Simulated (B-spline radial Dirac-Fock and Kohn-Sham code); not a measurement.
Rh 4d3/2: cross section and angular parameters

System: neutral rhodium, configuration [Kr] 4d8 5s1; threshold 9.56 eV (orbital energy of the model). Level of theory: Dirac-Hartree-Slater photoionisation with a Latter tail; cross sections with all multipoles, angular parameters from the dipole term and its interference with E2; a B-spline atomic structure program.

The run's input, task.json:

```json
{"items": [{
  "Z": 45,
  "q": 0,
  "cfg": [[1, 0, 2], [2, 0, 2], [2, 1, 6], [3, 0, 2], [3, 1, 6], [3, 2, 10], [4, 0, 2], [4, 1, 6], [4, 2, 8], [5, 0, 1]],
  "A": 103,
  "rrms": 4.4945,
  "do": "xps",
  "hv": [56.4, 100, 130.0, 200, 216.0, 242.0, 284.0, 299.0, 300, 308.0, 370.0, 400, 511.0, 544.0, 600, 652.0, 800, 862.0, 1050.0, 1260.0, 2240.0, 2360.0, 3850.0, 3880.0, 4980.0, 6000, 8047.8, 11600.0, 14000.0],
  "edges": {"K": 23220.0, "L1": 3412.0, "L2": 3146.0, "L3": 3004.0, "M1": 628.1, "M2": 521.3, "M3": 496.5, "M4": 311.9, "M5": 307.2, "N1": 81.4}
}]}
```

Launch: `python xray2_run.py task.json out`

```
hν (eV)   σ (kb)       β       γ       δ
   56.4     3730   1.140  -0.003   0.006
    100     84.3   1.122   0.154  -0.019
    130      101  -0.640   0.189  -0.032
    200      182   0.466   0.034  -0.014
    216      181   0.580   0.019  -0.012
    242      174   0.724   0.001  -0.008
    284      154   0.887  -0.016  -0.003
    299      147   0.931  -0.020  -0.002
    300      146   0.934  -0.020  -0.002
    308        ?       ?       ?       ?
    370      112   1.081  -0.025   0.005
    400     99.5   1.124  -0.023   0.007
    511     64.8   1.229   0.000   0.014
    544     57.4   1.248   0.009   0.016
    600     47.0   1.274   0.027   0.019
    652     39.4   1.291   0.046   0.022
    800     24.8   1.317   0.103   0.028
    862     20.8   1.320   0.127   0.031
   1050     12.8   1.319   0.203   0.038
   1260     7.93   1.303   0.284   0.045
   2240     1.51   1.178   0.600   0.080
   2360     1.28   1.162   0.632   0.084
   3850    0.260   0.993   0.939   0.140
   3880    0.253   0.990   0.944   0.141
   4980    0.106   0.894   1.095   0.182
   6000   0.0545   0.821   1.203   0.220
 8047.8   0.0183   0.708   1.357   0.293
  11600  0.00448   0.573   1.519   0.410
  14000  0.00212   0.505   1.585   0.484
```

Question: Give the values at 308 eV.

Answer: σ = 142 kb, β = 0.955, γ = -0.021, δ = -0.001.

Values without a named source are computed, but for edge energies of neutral atoms, which are taken from tables.
